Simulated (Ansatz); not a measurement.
Basis sets compared for the cluster Zn3S3⁻. The state is a doublet with charge -1. Geometry B3LYP-D4/def2-SVPD. Ansatz on 4 threads of Arm Neoverse V2 on a shared host; times are rough, and most runs start from earlier orbitals.

```xyz
6

Zn   -1.6225   -0.5379   -0.5546
Zn    1.4204   -1.0150   -0.4398
Zn    0.2200    1.6748    1.0732
S     2.2371    0.6721    0.7209
S    -0.2803   -2.1248   -1.3603
S    -1.9747    1.3307    0.5606
```

The structure comes from a short search, and lower isomers may exist.

```csv
level,functions,energy (Eh),HOMO (eV),LUMO (eV),wall time
PBE-D4/def2-SVPD,183,-6530.6173,-0.03,0.55,6 s
PBE0-D4/def2-SVPD,183,-6530.7860,-0.40,1.32,11 s
```

(1) Estimate the rows for PBE-D4/def2-TZVPD (with forces), PBE0-D4/def2-TZVPD.

## Answers

(1) 
```json
{"level": "PBE-D4/def2-TZVPD (with forces)", "functions": "291", "energy (Eh)": "-6531.7849", "HOMO (eV)": "-0.02", "LUMO (eV)": "0.56", "wall time": "16 s"}
{"level": "PBE0-D4/def2-TZVPD", "functions": "291", "energy (Eh)": "-6531.9247", "HOMO (eV)": "-0.40", "LUMO (eV)": "1.35", "wall time": "26 s"}
```
